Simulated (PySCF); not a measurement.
# Electron correlation in Ge⁺ (germanium, charge +1)

[Ar] 3d10 4s2 4p1, 2P determinant. All numbers are calculated (PySCF 2.14, scalar relativity by spin-free X2C-1e, in x2c-TZVPall (6s5p4d1f, 48 functions)). Frozen: [Ar] 3d10; 3 electrons correlated.

MP2 pair energies summed by pair of shells (mhartree):

| pair | energy | share (%) |
| --- | --- | --- |
| 4s-4s | -20.64 | 56.4 |
| 4s-4p | -15.99 | 43.6 |

Total MP2 correlation energy: -36.63 mhartree.

Same-spin part -2.50 and opposite-spin part -34.13 mhartree; SCS-MP2 scales them by 1/3 and 6/5 to -41.79 mhartree.

```tsv
level	correlation energy (mhartree)
CCSD	-50.02
(T)	-0.75
CCSD(T)	-50.77
```

Diagnostics: T1 = 0.0098, D1 = 0.0231, largest double amplitude 0.093.

Cost of the coupled-cluster step: 0.8 s of wall time on 1 thread of Neoverse-N1 (shared host), for 3 correlated electrons.

Iterations:

```
CC2 = 0
CCSD nocc = (np.int64(2), np.int64(1)), nmo = (34, 34)
frozen orbitals [[0, 1, 2, 3, 4, 5, 6, 7, 8, 9, 10, 11, 12, 13], [0, 1, 2, 3, 4, 5, 6, 7, 8, 9, 10, 11, 12, 13]]
max_cycle = 100
direct = 0
conv_tol = 1e-08
conv_tol_normt = 1e-06
diis_space = 8
diis_start_cycle = 0
Init t2, MP2 energy = -0.0366297117413946
Init E_corr(UCCSD) = -0.0366297117416056
cycle = 1  E_corr(UCCSD) = -0.0453145110445717  dE = -0.0086847993  norm(t1,t2) = 0.0462106
cycle = 2  E_corr(UCCSD) = -0.0481272565057223  dE = -0.00281274546  norm(t1,t2) = 0.018955
cycle = 3  E_corr(UCCSD) = -0.0500264607684487  dE = -0.00189920426  norm(t1,t2) = 0.00854687
cycle = 4  E_corr(UCCSD) = -0.0500098952717122  dE = 1.65654967e-05  norm(t1,t2) = 0.00101204
cycle = 5  E_corr(UCCSD) = -0.0500204752278033  dE = -1.05799561e-05  norm(t1,t2) = 0.000116758
cycle = 6  E_corr(UCCSD) = -0.050017645899998  dE = 2.82932781e-06  norm(t1,t2) = 1.91779e-05
cycle = 7  E_corr(UCCSD) = -0.0500188576778388  dE = -1.21177784e-06  norm(t1,t2) = 4.85744e-06
cycle = 8  E_corr(UCCSD) = -0.0500185055391282  dE = 3.52138711e-07  norm(t1,t2) = 1.4322e-06
cycle = 9  E_corr(UCCSD) = -0.0500185267409192  dE = -2.1201791e-08  norm(t1,t2) = 1.90638e-07
cycle = 10  E_corr(UCCSD) = -0.0500185349261449  dE = -8.18522566e-09  norm(t1,t2) = 4.90997e-08
UCCSD converged
E(UCCSD) = -2096.825763108106  E_corr = -0.05001853492614485
UCCSD(T) correction = -0.000751165925336213
```
